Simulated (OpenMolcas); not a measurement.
A calculation on Ar3+.

```
Program             : OpenMolcas 26.06
Method              : SS-CASPT2, IPEA 0.25 Eh, imaginary shift 0.1 Eh (closed shells correlated: 2s 2p 3s)
Basis               : ANO-RCC-VTZP [5s4p2d1f]
Scalar Hamiltonian  : DKH2, point nucleus
Active space        : 3 electrons in 3 orbitals (3p)
State averaging     : 2S+1 = 4 odd, 1 root; 2S+1 = 2 odd, 8 roots
Spin-orbit coupling : RASSI with atomic mean-field integrals over the reference wave functions, term energies averaged over their components
```

Which level of the active space comes out lowest?

3s² 3p³ ⁴S°_3/2, with 100 % of that term; it is also the measured ground level.

How high does 3s² 3p³ ²D°_3/2 lie?

22170 cm⁻¹ above the lowest level; measured 21091 cm⁻¹ above the ground level, so the calculation is off by +5 %.

How high does 3s² 3p³ ²D°_5/2 lie?

22270 cm⁻¹ above the lowest level; measured 21220 cm⁻¹ above the ground level, so the calculation is off by +5 %.

How high does 3s² 3p³ ²P°_1/2 lie?

37210 cm⁻¹ above the lowest level; measured 34855 cm⁻¹ above the ground level, so the calculation is off by +7 %.

Measured values: Saloman, J. Phys. Chem. Ref. Data 39, 033101 (2010).

CASPT2 does not keep the components of a term degenerate, so their means are used; among the terms shown or strongly mixed into the levels shown the widest spread is 250 cm-1 (3s² 3p³ ²D°). With the s shell closed, the reference lacks s² → p² mixing. Measured partners are found by configuration, term and J. A level has none where our copy of the source lacks it or the pairing is in doubt (some pairs that miss far off the trend of their configuration count as doubtful), and it then counts in no deviation. Levels of configurations outside the active space are missing.

° marks odd parity.
